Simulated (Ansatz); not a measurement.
A geometry relaxed with PBE0-D3(BJ)/def2-TZVP (Ansatz, a program for electronic structure), charge 0, multiplicity 2:

```xyz
3

Br    -2.0024    -0.3916     0.0000
Br     2.0046    -0.3806     0.0000
Ga    -0.0021     0.7722     0.0000
```

Write the SMILES of this molecule.

`[Br][Ga][Br]`
